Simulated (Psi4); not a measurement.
Pair of molecules, SMILES B with SMILES P (the first has 4 atoms); geometry from B3LYP-D3(BJ)/def2-TZVP, rigid monomers moved along the line of their centres of mass till B1···P5 is 2.22 Å.
(charge 0, multiplicity 1):
```json
[
 {"atom": "B", "x (Å)": "-0.0303", "y (Å)": "-0.0774", "z (Å)": "0.6721"},
 {"atom": "H", "x (Å)": "1.0967", "y (Å)": "-0.4211", "z (Å)": "0.4177"},
 {"atom": "H", "x (Å)": "-0.8416", "y (Å)": "-0.9688", "z (Å)": "0.6552"},
 {"atom": "H", "x (Å)": "-0.3837", "y (Å)": "0.9320", "z (Å)": "0.1159"},
 {"atom": "P", "x (Å)": "0.0671", "y (Å)": "0.5060", "z (Å)": "2.8110"},
 {"atom": "H", "x (Å)": "-1.1129", "y (Å)": "0.9638", "z (Å)": "3.4241"},
 {"atom": "H", "x (Å)": "0.4580", "y (Å)": "-0.4712", "z (Å)": "3.7438"},
 {"atom": "H", "x (Å)": "0.9431", "y (Å)": "1.5454", "z (Å)": "3.1717"}
]
```

These are SAPT0/jun-cc-pV(D+d)Z (Psi4) values and carry that method's errors.

Question: Which attractive term is largest, and how does the interaction split up?

Answer: electrostatics -38.71, exchange 59.45, induction -41.37, dispersion -10.70, total -31.33 kcal/mol; the largest attraction is induction.
